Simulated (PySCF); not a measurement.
Al(Cl)(H)(SeH) (AlClH2Se), SMILES [Cl][AlH][SeH]. The structure is a stationary point at PBE0-D3(BJ)/def2-TZVP. One conformer was computed; it need not be the lowest.

The numbers are results of PBE0-D3(BJ)/def2-TZVP run with PySCF, not measurements.

Harmonic wavenumbers (cm⁻¹): 124, 245, 370, 453, 532, 544, 677, 1987, 2444. Rotational constants (GHz): 14.87, 1.369, 1.254; symmetry number 1.

### Question
Work out the zero-point energy and the ideal-gas rigid-rotor harmonic-oscillator thermochemistry at 298.15 K and 1 atm.

### Answer
ZPE = ½ Σ hcν = ½ × 7374 cm⁻¹ = 10.54 kcal/mol. H − E(el) = 14.36 kcal/mol. Entropy in cal/(mol K): translation 40.79, rotation 26.93, vibration 8.15, total 75.88. G − E(el) = -8.27 kcal/mol. Cp = 17.76 cal/(mol K). Modes under 150 cm⁻¹ make the vibrational entropy uncertain.
